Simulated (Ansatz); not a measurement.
Computed with Ansatz on PBE0-D4/def2-TZVP structures; ΔE is electronic, products minus reactants. CBS: MP2 limit from def2 TZ/QZ plus the TZ coupled-cluster correction, frozen cores. DFT in def2-TZVPP. B3LYP here is the variant with VWN-RPA as its local correlation; programs differ in this. For Se outer-core shells are correlated without core-valence functions, which leaves a few kJ/mol of doubt a bond. Scalar relativity is left out up to krypton. One conformer a species, not always the lowest.

Reaction (ligand exchange at the Si–Se bond): `N[SiH2][Se][SiH3]` + `N[SiH](N)Cl` → `N[SiH2]N[SiH](N)Cl` + `[SiH3][SeH]`

```csv
level,ΔE (kJ/mol),difference from CCSD(T)/CBS
PBE-D4,9.8,6.6
r2SCAN-D4,5.0,1.8
B3LYP-D4,-1.4,-4.6
ωB97X-V,0.0,-3.2
B2PLYP,0.5,-2.7
r2SCAN,6.0,2.8
PBE0,9.7,6.5
HF/def2-TZVPP,-4.0,-7.2
MP2/def2-TZVPP,2.3,-0.9
SCS-MP2/def2-TZVPP,-1.2,-4.4
CCSD/def2-TZVPP,-3.5,-6.7
CCSD(T)/def2-TZVPP,-2.5,-5.7
MP2/def2-QZVPP,5.4,2.2
SCS-MP2/def2-QZVPP,1.6,-1.6
MP2/CBS(def2),8.1,4.9
CCSD/CBS(def2),2.3,-0.9
CCSD(T)/CBS,3.2,0
```

Largest T1 diagnostic among the species: 0.010.
